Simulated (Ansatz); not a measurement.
Job for Ansatz (a program for electronic structure): R-wB97X-V/def2-TZVPPD on BrFH2 (a complex), monomers drawn apart or pushed together. Files ending in .json are basis or fitting sets from the Basis Set Exchange.

Ansatz 0.2 input:
```yaml
crystal:
  periodic: [false, false, false]
  atoms:
    - {symbol: F, position_ang: [-0.36218514, 0.13536947, 0.36942273]}
    - {symbol: H, position_ang: [-0.22032105, -0.77429421, 0.26519966]}
    - {symbol: Br, position_ang: [0.10629942, 1.31864126, 5.34384801]}
    - {symbol: H, position_ang: [-0.06558059, 1.20717524, 3.92864516]}
basis:
  gaussian:
    orbitals: def2-TZVPPD.json
hamiltonian:
  xc: {name: wB97X-V}
scf: {lower_state_search: off}
```

Program output:

```
WARN ansatz: RAYON_NUM_THREADS=2 ignored (pool sized by the plan → 2); use --threads N
Functional definition: wB97X-V
these checks for a lower state are left out or cut short: stability, starts, cluster_reference, orbital_swaps, neighbouring_geometries, increment
integrals: 0.05 GiB planned
771 factors; their error is unknown
integrals: 0.09 GiB planned
179 factors; integrals over basis functions are off by at most 8.5e-5 eV
mean field: 0.50 GiB planned
mean field evaluation 1: about -72788.1824 eV, gradient 3.1e1 eV
mean field evaluation 2: about -72788.3235 eV, gradient 3.4e1 eV
mean field evaluation 4: about -72789.6861 eV, gradient 5.0e-1 eV
mean field evaluation 8: about -72789.9076 eV, gradient 3.3e-1 eV
mean field evaluation 16: about -72789.9076 eV, gradient 7.3e-6 eV
mean field -72789.90762792 eV, -2674.9797665547 hartree, gradient 7.3e-6 eV, S^2 0.000000; 0 other end points of the search recorded, 0 dependent functions left out
reference -72789.90762506 eV, -2674.9797664493 hartree; 23, 23 occupied and 108, 108 virtual orbitals, 771 factors
Total energy: -72789.90762506 eV, -2674.9797664493 hartree
Checks for a lower state left out: stability, starts, cluster_reference, orbital_swaps, neighbouring_geometries, increment
```

The calculation finished and met its thresholds.

Cost: about 3 core-seconds (a rough figure).
